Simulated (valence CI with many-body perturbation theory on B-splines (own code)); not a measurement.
**Forbidden lines of Tb XXVI**

Calculated by valence CI with perturbative core correlation (CI+MBPT): four valence electrons over a frozen Dirac-Fock core [Kr], a basis of 9 s, 9 p, 10 d, 8 f, 5 g, 3 h, 1 i functions for each j, with the one-electron correlation potential Σ1 (screened to all orders), the two-electron term Σ2, the three-electron term Σ3, Breit, model QED; selected single and double excitations, second order for the rest (own B-spline code, finite nucleus).

No measured spectrum was set against this ion. As an estimate, terms of the open shell hold to 2 to 4 % of their energy, and close levels can change places. Only levels of the ground parity were solved; by the run's estimate the other parity begins above the list, which can be wrong where configurations are misplaced.

Lines 51 to 100 of 120 in falling wavelength, among levels below 405240 cm⁻¹, chosen from the decays that carry over 1 % of a level's rate. Wavelengths and rates use the calculated energies, so an error of 3000 cm⁻¹ moves a line at 138.6 nm by 4.2 % and its rate by three times that or more. Weak lines are less certain than strong ones. Lines between different terms over intervals too small for the method are left out, as are lines whose strength nearly cancels. The highest levels of a list are the least certain. Branching is blank where the lifetime is uncertain.

Levels are named by their leading jj configuration (3d3/2^4 stands for four electrons in 3d with j = 3/2), which in mixed levels can hold well under half, so a name can repeat and another be missing. Letters in brackets count levels of one name in rising energy.

```tsv
λ vac (nm)	Upper	Lower	Type	A (s⁻¹)	Branch %
138.6	(4d3/2 4d5/2^3) J=5	(4d3/2^2 4d5/2^2) J=5	M1	1.77e+03	30.3
138.6	(4d3/2 4d5/2^3) J=3 [a]	(4d3/2^2 4d5/2^2) J=2 [a]	M1	5.96e+03	46.1
134.1	(4d3/2^2 4d5/2^2) J=1	(4d3/2^3 4d5/2) J=2	M1	6.19e+03	93.3
133.8	(4d3/2 4d5/2^3) J=4 [b]	(4d3/2 4d5/2^3) J=3 [a]	M1	5.24e+02	
133.0	(4d3/2^2 4d5/2^2) J=2 [d]	(4d3/2^2 4d5/2^2) J=1	M1	4.42e+01	1.9
132.5	(4d3/2 4d5/2^3) J=2 [a]	(4d3/2^2 4d5/2^2) J=2 [b]	M1	1.62e+03	13.6
131.5	(4d3/2 4d5/2^3) J=2 [a]	(4d3/2^2 4d5/2^2) J=3 [b]	M1	2.69e+03	22.5
131.3	(4d3/2^2 4d5/2^2) J=4 [b]	(4d3/2^3 4d5/2) J=3	M1	6.63e+02	65.0
131.1	(4d3/2 4d5/2^3) J=6	(4d3/2^2 4d5/2^2) J=5	M1	3.05e+03	55.6
128.8	(4d3/2 4d5/2^3) J=3 [b]	(4d3/2^2 4d5/2^2) J=2 [b]	M1	1.54e+03	
127.9	(4d3/2 4d5/2^3) J=3 [b]	(4d3/2^2 4d5/2^2) J=3 [b]	M1	3.00e+03	
127.7	(4d3/2^2 4d5/2^2) J=3 [b]	(4d3/2^3 4d5/2) J=3	M1	3.24e+02	9.0
126.8	(4d3/2^2 4d5/2^2) J=2 [b]	(4d3/2^3 4d5/2) J=3	M1	2.12e+01	1.6
126.0	(4d3/2 4d5/2^3) J=2 [b]	(4d3/2 4d5/2^3) J=3 [a]	M1	1.72e+03	16.6
124.5	(4d3/2 4d5/2^3) J=3 [b]	(4d3/2^2 4d5/2^2) J=4 [b]	M1	1.11e+03	
124.5	(4d3/2 4d5/2^3) J=3 [c]	(4d3/2^2 4d5/2^2) J=2 [c]	M1	1.79e+03	
124.3	(4d3/2^2 4d5/2^2) J=4 [b]	(4d3/2^3 4d5/2) J=4	M1	5.13e+01	5.0
123.2	(4d3/2 4d5/2^3) J=1 [b]	(4d3/2^2 4d5/2^2) J=2 [c]	M1	2.64e+03	22.0
121.6	(4d3/2^2 4d5/2^2) J=2 [a]	(4d3/2^3 4d5/2) J=1	M1	5.82e+03	76.8
121.3	(4d3/2^2 4d5/2^2) J=4 [c]	(4d3/2^2 4d5/2^2) J=3 [a]	M1	2.10e+03	32.0
121.1	(4d3/2^2 4d5/2^2) J=3 [b]	(4d3/2^3 4d5/2) J=4	M1	2.96e+03	82.5
119.3	(4d3/2 4d5/2^3) J=3 [c]	(4d3/2 4d5/2^3) J=4 [a]	M1	1.47e+03	
118.9	(4d3/2 4d5/2^3) J=1 [a]	(4d3/2^2 4d5/2^2) J=2 [a]	M1	5.52e+03	31.4
116.5	(4d3/2 4d5/2^3) J=0	(4d3/2^2 4d5/2^2) J=1	M1	8.13e+03	
112.9	(4d3/2^2 4d5/2^2) J=4 [c]	(4d3/2^2 4d5/2^2) J=4 [a]	M1	3.50e+03	53.5
112.3	(4d3/2 4d5/2^3) J=4 [b]	(4d3/2 4d5/2^3) J=4 [a]	M1	4.94e+03	
112.2	(4d3/2 4d5/2^3) J=5	(4d3/2^2 4d5/2^2) J=4 [a]	M1	8.23e+02	14.1
112.0	(4d3/2^2 4d5/2^2) J=3 [b]	(4d3/2^3 4d5/2) J=2	M1	1.97e+02	5.5
111.2	(4d3/2^2 4d5/2^2) J=2 [b]	(4d3/2^3 4d5/2) J=2	M1	5.55e+02	41.3
110.9	(4d3/2 4d5/2^3) J=2 [b]	(4d3/2^2 4d5/2^2) J=2 [c]	M1	2.51e+03	24.3
110.2	(4d3/2 4d5/2^3) J=2 [a]	(4d3/2^2 4d5/2^2) J=1	M1	2.28e+03	19.1
108.4	(4d3/2^2 4d5/2^2) J=2 [d]	(4d3/2^2 4d5/2^2) J=2 [a]	M1	6.20e+01	2.6
105.3	(4d3/2 4d5/2^3) J=1 [a]	(4d3/2^2 4d5/2^2) J=0 [a]	M1	6.62e+03	37.7
95.84	(4d3/2 4d5/2^3) J=4 [a]	(4d3/2^3 4d5/2) J=3	M1	1.71e+03	21.9
93.49	(4d3/2 4d5/2^3) J=2 [a]	(4d3/2^2 4d5/2^2) J=3 [a]	M1	3.82e+03	32.0
92.74	(4d3/2^2 4d5/2^2) J=2 [c]	(4d3/2^3 4d5/2) J=3	M1	7.91e+03	77.7
91.63	(4d3/2 4d5/2^3) J=3 [b]	(4d3/2^2 4d5/2^2) J=3 [a]	M1	1.12e+03	
90.88	(4d3/2 4d5/2^3) J=3 [b]	(4d3/2^2 4d5/2^2) J=2 [a]	M1	1.74e+02	
90.81	(4d3/2 4d5/2^3) J=1 [b]	(4d3/2^2 4d5/2^2) J=2 [b]	M1	2.91e+02	2.4
89.30	(4d3/2 4d5/2^3) J=3 [c]	(4d3/2^2 4d5/2^2) J=4 [b]	M1	2.62e+02	
87.19	(4d3/2^2 4d5/2^2) J=2 [b]	(4d3/2^3 4d5/2) J=1	M1	4.92e+02	36.6
86.90	(4d3/2 4d5/2^3) J=4 [b]	(4d3/2^2 4d5/2^2) J=3 [b]	M1	2.10e+03	
86.75	(4d3/2 4d5/2^3) J=3 [b]	(4d3/2^2 4d5/2^2) J=4 [a]	M1	1.38e+03	
84.30	(4d3/2 4d5/2^3) J=3 [a]	(4d3/2^3 4d5/2) J=3	M1	4.72e+02	3.7
84.14	(4d3/2^2 4d5/2^2) J=2 [c]	(4d3/2^3 4d5/2) J=2	M1	1.45e+03	14.2
83.57	(4d3/2 4d5/2^3) J=2 [b]	(4d3/2^2 4d5/2^2) J=3 [b]	M1	1.15e+03	11.1
79.71	(4d3/2 4d5/2^3) J=1 [b]	(4d3/2^2 4d5/2^2) J=1	M1	1.33e+03	11.1
77.84	(4d3/2^2 4d5/2^2) J=0 [b]	(4d3/2^2 4d5/2^2) J=1	M1	1.60e+03	
77.13	(4d3/2 4d5/2^3) J=3 [a]	(4d3/2^3 4d5/2) J=2	M1	1.30e+03	10.1
77.02	(4d3/2^2 4d5/2^2) J=4 [c]	(4d3/2^3 4d5/2) J=3	M1	4.48e+02	6.8
```
